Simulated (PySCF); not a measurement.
HClSi, SMILES `[SiH]Cl` (lower singlet), neutral singlet in the gas phase. This singlet lies 1.49 eV below the relaxed triplet at the level composite: frozen-core CCSD(T) with HF/cc-pVQZ and the correlation energy extrapolated as X^-3 from cc-pVTZ and cc-pVQZ, plus CCSDT(Q) minus CCSD(T) in cc-pVDZ // PBE0-D3(BJ)/def2-TZVP (Ansatz).

Cartesian coordinates (Å):
```xyz
3

Si    -0.3035     0.7677     0.0000
Cl     1.4872    -0.2849     0.0000
H     -1.1837    -0.4828     0.0000
```
Charge 0, spin multiplicity 1.

All levels are single points at this geometry (PBE0-D3(BJ)/def2-TZVP); Pople sets use spherical d functions. Orbital energies aren't observables, and empty levels follow the basis.

```tsv
level	HOMO (eV)	LUMO (eV)	gap (eV)	dipole (D)	vertical IE, Delta-SCF (eV)
PBE-D3(BJ)/def2-TZVP in PySCF	-5.88	-3.80	2.09	0.81	–
PBE0-D3(BJ)/def2-TZVP in PySCF	-6.99	-2.97	4.02	0.97	–
B3LYP/3-21G in PySCF	-6.90	-3.45	3.45	1.74	–
B3LYP/LANL2DZ in PySCF	-6.93	-3.53	3.40	1.66	–
BP86/6-31G* in PySCF	-5.99	-3.92	2.07	1.08	–
PBE/6-31G* in PySCF	-5.88	-3.83	2.04	1.07	9.25
```
